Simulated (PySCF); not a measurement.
## Computed properties of Si(AsH2)(F)3 (AsF3H2Si), SMILES [AsH2][Si](F)(F)F

Si(AsH2)(F)3 (AsF₃H₂Si), SMILES F[Si](F)(F)[AsH2]. Geometry: B3LYP-D3(BJ)/def2-SVP. The values are those of a single conformer. All values are computed for the isolated molecule unless a solvent is named; none is compared with measurement here.

**Structure.** The optimised structure has Cs symmetry. All 15 harmonic modes at B3LYP-D3(BJ)/def2-SVP (PySCF) are real, so it is a minimum. With heavy atoms numbered as in [F:1][Si:2]([F:3])([F:4])[AsH2:5], the shortest bond between them is Si2–F3 at 1.610 Å and the longest Si2–As5 at 2.346 Å.

**Vibrations.** The strongest infrared lines (harmonic, unscaled, degenerate partners summed) lie at 843 cm⁻¹ (213 km/mol, F 67 %, Si 33 %), 973 cm⁻¹ (141 km/mol, F 50 %, Si 49 %), 460 cm⁻¹ (93 km/mol, Si 48 %, F 46 %). The softest mode is at 87 cm⁻¹ and the zero-point energy is 15.9 kcal/mol.

**Electronic structure.** PBE0/def2-TZVP (PySCF) places the frontier levels at -8.54 and -0.30 eV, a gap of 8.24 eV, and gives a dipole moment of 2.20 D and a mean polarisability of 52.3 bohr³. PBE/def2-TZVP (PySCF) at the same geometry gives -7.38 and -1.15 eV, so its gap is 2.01 eV narrower. An orbital gap is neither the optical nor the fundamental gap.

**Excitations.** TDDFT-M06-2X/def2-SVPD (PySCF) has S1 at 6.77 eV (183 nm, f = 0.016, weak); the most intense of the 10 singlets computed lies at 8.77 eV (f = 0.36). T1 (TDA) is at 5.92 eV. TDDFT-PBE/def2-SVPD (PySCF) puts S1 at 6.51 eV. No vertical singlet excitation falls in the visible range (under 3.1 eV).

**NMR.** GIAO shifts at HF/pcSseg-1 (PySCF) (non-relativistic, atoms alike by connectivity averaged): ¹H at 2.5 ppm against TMS; ²⁹Si at -41.2 ppm against TMS; ¹⁹F at -94.3 ppm against CFCl3.
